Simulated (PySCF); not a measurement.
**Yb⁴¹⁺: ionisation energy**

Yb⁴¹⁺ [Ar] 3d10 4s1 (2S) → Yb⁴²⁺ [Ar] 3d10 (1S), as a difference of total energies. All numbers are calculated (PySCF 2.14, no relativity, point nucleus, in an uncontracted even-tempered set (17 s from 4.3 bohr⁻², ratio 2.5; 11 p from 5.6 bohr⁻², ratio 2.5; 8 d from 10 bohr⁻², ratio 2.5; 4 f from 26 bohr⁻², ratio 2.7; 4 g from 39 bohr⁻², ratio 2.7)). Correlated levels: outer shells: [Ne] frozen; virtual orbitals above 40 to 60 times the deepest correlated orbital energy dropped. The calculations carry no spin-orbit coupling.

| method | ionisation energy (eV) |
| --- | --- |
| UHF | 1920.5 |
| LDA | 1926.4 |
| PBE0 | 1925.8 |
| r2SCAN | 1922.1 |
| M06-L | 1920.2 |
| MP2 (outer shells) | 1921.7 |
| SCS-MP2 (outer shells) | 1921.5 |

**Question.** Estimate what TPSS gives.

**Answer.** 1925.3 eV, closest to PBE0 among the rows shown.

**Question.** Estimate what PBE gives.

**Answer.** 1927.4 eV, closest to LDA among the rows shown.

The gap to the reference is mostly relativistic.

For comparison: 2036.4 ± 1 eV (semi-empirical (NIST evaluation); NIST Atomic Spectra Database, ionization energies).
